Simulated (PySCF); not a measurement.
C₅H₇F, SMILES FC1C[C@H](C=1)C.

Geometry: B3LYP-D3(BJ)/def2-SVP.

Two levels are set side by side: TDA-PBE/def2-SVPD (PySCF) and TDA-LC-ωPBE/def2-SVPD (PySCF). Vertical, same geometry. The lowest singlet is HOMO→LUMO+1 89 % with PBE and HOMO→LUMO 46 %, HOMO→LUMO+1 27 %, HOMO→LUMO+2 8 %, HOMO→LUMO+3 7 % with the other functional; states are paired by order. Differences are taken from unrounded values.

| quantity | TDA-LC-ωPBE | TDA-PBE | TDA-PBE minus TDA-LC-ωPBE |
|---|---|---|---|
| lowest singlet excitation (eV) | 7.61 | 6.11 | -1.50 |
| lowest triplet excitation (TDA) (eV) | 4.24 | 4.45 | 0.21 |
| first bright state (f over 0.05) (eV) | 7.69 | 6.78 | -0.91 |
| its oscillator strength | 0.28 | 0.07 | -0.21 |

A lower first singlet is the usual sign of a functional without exact exchange. Differences between two approximate levels are no errors against the true value.

Rough cost on one machine, each run with all the roots and properties that it gave: TDA-LC-ωPBE against TDA-PBE about 4 times.
